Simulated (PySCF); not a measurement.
Computed IR spectrum (relative IR intensity) of a molecule CH₁₁NOSi₃. Coordinates come from a PBE-D3(BJ)/def2-SVP optimisation. Other conformers were not sampled. Method: PBE-D3(BJ)/def2-SVP in PySCF. Frequencies are harmonic and unscaled.

Lines under 2 % of the strongest are left out, and lines within 2 cm⁻¹ are merged.

```json
[
 {"ν (cm⁻¹)": "355", "relative intensity": "5.6"},
 {"ν (cm⁻¹)": "385", "relative intensity": "9.0"},
 {"ν (cm⁻¹)": "682", "relative intensity": "8.7"},
 {"ν (cm⁻¹)": "694", "relative intensity": "3.7"},
 {"ν (cm⁻¹)": "735", "relative intensity": "9.5"},
 {"ν (cm⁻¹)": "757", "relative intensity": "100"},
 {"ν (cm⁻¹)": "790", "relative intensity": "29"},
 {"ν (cm⁻¹)": "864", "relative intensity": "3.5"},
 {"ν (cm⁻¹)": "886", "relative intensity": "10"},
 {"ν (cm⁻¹)": "899", "relative intensity": "30"},
 {"ν (cm⁻¹)": "918", "relative intensity": "12"},
 {"ν (cm⁻¹)": "929", "relative intensity": "14"},
 {"ν (cm⁻¹)": "932", "relative intensity": "34"},
 {"ν (cm⁻¹)": "963", "relative intensity": "16"},
 {"ν (cm⁻¹)": "1109", "relative intensity": "46"},
 {"ν (cm⁻¹)": "1159", "relative intensity": "32"},
 {"ν (cm⁻¹)": "1164", "relative intensity": "3.0"},
 {"ν (cm⁻¹)": "1423", "relative intensity": "3.0"},
 {"ν (cm⁻¹)": "2092", "relative intensity": "20"},
 {"ν (cm⁻¹)": "2111", "relative intensity": "11"},
 {"ν (cm⁻¹)": "2117", "relative intensity": "25"},
 {"ν (cm⁻¹)": "2130", "relative intensity": "34"},
 {"ν (cm⁻¹)": "2153", "relative intensity": "21"},
 {"ν (cm⁻¹)": "2167", "relative intensity": "7.3"},
 {"ν (cm⁻¹)": "2184", "relative intensity": "19"},
 {"ν (cm⁻¹)": "2909", "relative intensity": "15"},
 {"ν (cm⁻¹)": "2976", "relative intensity": "6.9"},
 {"ν (cm⁻¹)": "3037", "relative intensity": "4.9"},
 {"ν (cm⁻¹)": "3494", "relative intensity": "4.4"}
]
```

Task: Pick the molecule that these values belong to.
A. CO[SiH2][SiH2]N[SiH3]
B. C[Si@H](O)N[SiH2][SiH3]
C. O[Si@@H]([SiH3])CN[SiH3]
D. N[Si@H]([SiH3])OC[SiH3]

Result: A, CO[SiH2][SiH2]N[SiH3]
